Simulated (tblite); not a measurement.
Compound: C₅H₉AlO.
Bonds: C1–C2, C2–O3, O3–Al4, Al4–C5, C5–C6 (double), C6–C7, C5–C7. Hydrogens: H8, H9, H10 on C1; H11, H12 on C2; H13 on Al4; H14 on C6; H15, H16 on C7.

Computed with GFN2-xTB (tblite), gas phase: L-BFGS steps from a force-field or distance-geometry start until the largest atomic force falls under 0.01 eV/Å.

Step 148: E = -554.9382 eV
```
atom  x, y, z in Å  |  force x, y, z in eV/Å
C1     -2.5018    0.6982    0.2466   -0.001   0.003   0.009
C2     -2.2217   -0.7728   -0.0307    0.004  -0.007   0.006
O3     -0.9175   -1.1161    0.3450   -0.001  -0.004   0.001
Al4     0.6365   -1.3918    0.8007   -0.010  -0.011   0.001
C5      2.1123   -0.1778    0.3781    0.071   0.016  -0.013
C6      3.3861    0.1359    0.2814   -0.043   0.015   0.011
C7      2.4799    1.1946   -0.2225    0.025   0.004   0.010
H8     -2.3802    0.9051    1.3083   -0.003  -0.010  -0.016
H9     -1.7992    1.3162   -0.3076   -0.010   0.004  -0.003
H10    -3.5174    0.9471   -0.0516    0.017   0.005   0.000
H11    -2.3455   -0.9805   -1.1008   -0.002   0.001   0.015
H12    -2.9265   -1.3994    0.5290    0.006   0.003  -0.005
H13     0.8710   -2.6903    1.5642   -0.006   0.000  -0.001
H14     4.4109   -0.1075    0.4402   -0.058   0.013  -0.020
H15     2.3811    1.3547   -1.2917    0.014   0.000   0.034
H16     2.3242    2.0932    0.3676   -0.002  -0.035  -0.028
```

Step 149: E = -554.9385 eV
```
atom  x, y, z in Å  |  force x, y, z in eV/Å
C1     -2.4952    0.7005    0.2474   -0.004  -0.002   0.003
C2     -2.2219   -0.7722   -0.0285    0.008  -0.005   0.006
O3     -0.9178   -1.1191    0.3436    0.002  -0.006   0.002
Al4     0.6367   -1.3975    0.7958   -0.012  -0.016   0.004
C5      2.1103   -0.1785    0.3810    0.061   0.015  -0.018
C6      3.3827    0.1421    0.2918   -0.062   0.023   0.003
C7      2.4739    1.1920   -0.2260    0.037   0.017   0.007
H8     -2.3678    0.9080    1.3080    0.003  -0.003  -0.008
H9     -1.7941    1.3152   -0.3124   -0.005   0.002   0.003
H10    -3.5110    0.9526   -0.0455    0.003   0.006  -0.004
H11    -2.3492   -0.9807   -1.0980   -0.006  -0.002   0.015
H12    -2.9268   -1.3959    0.5347    0.007   0.009  -0.010
H13     0.8722   -2.7024    1.5484   -0.006   0.003  -0.002
H14     4.4071   -0.0952    0.4570   -0.030   0.008  -0.012
H15     2.3848    1.3458   -1.2971    0.007  -0.009   0.034
H16     2.3086    2.0942    0.3559   -0.001  -0.040  -0.022
```

Question: Estimate the geometry and energy of step 150. (The exact step hangs on the optimiser's Hessian estimate; all steps are aligned on step 149, rigid shifts and turns removed.)

Answer: E = -554.9389 eV, largest force 0.048 eV/Å
```
atom  x, y, z in Å  |  force x, y, z in eV/Å
C1     -2.4879    0.7030    0.2484   -0.011  -0.008   0.002
C2     -2.2233   -0.7717   -0.0250    0.014  -0.004   0.002
O3     -0.9187   -1.1233    0.3405    0.000  -0.004   0.000
Al4     0.6368   -1.4045    0.7859   -0.005  -0.011   0.005
C5      2.1097   -0.1825    0.3779    0.042   0.006  -0.023
C6      3.3797    0.1501    0.3040   -0.025   0.005   0.016
C7      2.4687    1.1883   -0.2306    0.037   0.021  -0.009
H8     -2.3518    0.9115    1.3075    0.009   0.006  -0.003
H9     -1.7902    1.3146   -0.3192    0.000  -0.008   0.011
H10    -3.5048    0.9585   -0.0366   -0.010   0.006  -0.007
H11    -2.3569   -0.9821   -1.0933   -0.011  -0.005   0.010
H12    -2.9270   -1.3917    0.5439    0.005   0.019  -0.014
H13     0.8709   -2.7129    1.5310   -0.001  -0.007   0.002
H14     4.4043   -0.0776    0.4816   -0.033   0.008  -0.009
H15     2.3960    1.3381   -1.3030   -0.006  -0.016   0.011
H16     2.2869    2.0911    0.3432   -0.003  -0.009   0.006
```

The energy changes by -0.0004 eV. The first-order estimate −F·Δx gives -0.0005 eV and the mean of the old and new forces, exact on a quadratic surface, -0.0004 eV. The step makes an angle of 86° with the force vector and moves no atom by more than 0.030 Å.

What follows is the cost of the whole relaxation. Time: 1.8 s of wall time. Hardware: one thread, Arm Neoverse N1 (aarch64), no GPU (shared host).
